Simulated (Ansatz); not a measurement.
`CCOCOCOCOCOCOC`. Total charge 0; singlet. Geometry PBE-D4/def2-SVP; atoms count from 1.

Cartesian coordinates in Å:
```
C -3.402 -0.997 -3.457
C -2.203 -1.169 -2.531
O -0.986 -1.390 -3.254
C -0.324 -0.263 -3.741
O 0.762 0.178 -2.935
C 0.484 1.123 -1.942
O -0.213 0.601 -0.821
C 0.538 -0.345 -0.081
O 1.583 0.258 0.656
C 1.129 0.991 1.778
O 0.663 0.153 2.815
C 1.709 -0.511 3.510
O 2.442 0.338 4.343
C 1.701 0.827 5.448
H -3.312 -0.083 -4.080
H -3.501 -1.867 -4.138
H -4.337 -0.906 -2.868
H -2.335 -2.073 -1.900
H -2.093 -0.308 -1.836
H 0.142 -0.556 -4.704
H -1.027 0.593 -3.908
H 1.470 1.525 -1.626
H -0.167 1.942 -2.326
H 1.019 -1.080 -0.759
H -0.190 -0.844 0.592
H 0.274 1.645 1.507
H 1.998 1.596 2.113
H 2.440 -0.946 2.794
H 1.201 -1.319 4.087
H 0.809 1.410 5.126
H 2.372 1.485 6.032
H 1.352 -0.005 6.106
```

(1) Estimate the Mulliken populations of the heavy atoms from the PBE0/def2-TZVP orbitals of Ansatz.

(2) And the Mayer bond orders between heavy atoms (over 0.3)?

## Answers

(1) 
| atom | charge (e) |
| --- | --- |
| C1 | -0.35 |
| C2 | -0.07 |
| O3 | -0.27 |
| C4 | 0.02 |
| O5 | -0.27 |
| C6 | 0.07 |
| O7 | -0.31 |
| C8 | 0.07 |
| O9 | -0.30 |
| C10 | 0.06 |
| O11 | -0.30 |
| C12 | 0.08 |
| O13 | -0.28 |
| C14 | -0.24 |
Mulliken values depend strongly on the basis.

(2) C1–C2 1.02 (1.52 Å); C2–O3 0.93 (1.43 Å); O3–C4 1.06 (1.39 Å); C4–O5 1.01 (1.42 Å); O5–C6 1.05 (1.40 Å); C6–O7 0.98 (1.42 Å); O7–C8 0.98 (1.42 Å); C8–O9 1.01 (1.41 Å); O9–C10 1.01 (1.41 Å); C10–O11 1.01 (1.41 Å); O11–C12 0.99 (1.42 Å); C12–O13 1.07 (1.40 Å); O13–C14 0.97 (1.42 Å).
